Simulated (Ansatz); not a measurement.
gallium atom (Ga), doublet. Base run: HF/6-31G in Ansatz (a first-principles code).

Here is a job for Ansatz.
Ansatz 0.2 input:
```yaml
crystal:
  periodic: [false, false, false]
  atoms:
    - {symbol: Ga, position_ang: [0.00000000, 0.00000000, 0.00000000]}
basis:
  gaussian:
    orbitals: 6-31G
hamiltonian:
  xc: hf
magnetization: {spin_polarized: true, initial_magnetization: 1}
```

Variants of this job, named by their change:

```tsv
change	ΔE vs base (mEh)
base	0.000
nuclear_model = gaussian	7.116
lower_state_search = off	0.000
accuracy = high	0.000
point_charge = charge:0.5 position_ang:1.347, 2.4687, 1.0444	-17.021
lower_state_search = full	0.000
fitting.mean_field = def2-universal-JKFIT	0.155
fitting.mean_field = cc-pVTZ-JKFIT	0.046
lower_state_search = light	0.000
point_charge = charge:-1.0 position_ang:1.6864, -2.1809, 1.183	-28.578
forces = on	0.000
```
